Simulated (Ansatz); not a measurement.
**Ligand exchange: InH2F + AuSH → InH2(SH) + AuF**

Species: InH2F `[F][InH2]`, singlet; AuSH `[SH][Au]`, singlet; InH2(SH), singlet; AuF, singlet. The partners trade F for SH: In–F and Au–SH bonds give way to In–SH and Au–F.

Shapes, held fixed at every level: PBE0-D4/def2-TZVP. Programs: Ansatz 0.2.0. The zero-point and thermal change to 298 K, harmonic and unscaled (PBE0-D4/def2-TZVP), is +0.9 kJ/mol.

| level | kind | ΔH(298 K) (kJ/mol) | less CCSD(T)/def2-TZVPP |
| --- | --- | --- | --- |
| SPW92/def2-TZVPP | LDA | +144.8 | +10.3 |
| PBE0-D4/def2-TZVPP | global hybrid | +131.3 | -3.2 |
| wB97M-V/def2-TZVPP | range-separated hybrid | +121.3 | -13.2 |
| B2PLYP/def2-TZVPP | double hybrid | +137.4 | +2.9 |
| MP2/def2-SVP | perturbation theory | +154.1 | +19.6 |
| CCSD/def2-SVP | coupled cluster or CI | +129.1 | -5.4 |
| CCSD/def2-TZVPP | coupled cluster or CI | +132.0 | -2.5 |
| CCSD(T)/def2-TZVPP | coupled cluster or CI | +134.5 | 0.0 |

The highest level, CCSD(T)/def2-TZVPP, gives ΔH(298 K) = +134.5 kJ/mol; the levels span +121.3 to +154.1. The column of differences is taken from that level and isn't an error. No measured value is set beside it here. T1 is large for AuSH, AuF, so single-reference values are less sure there. For atoms past krypton def2 sets carry core potentials with scalar relativity. Correlated rows may include outer-core shells of Au, In, which these sets cover unevenly.
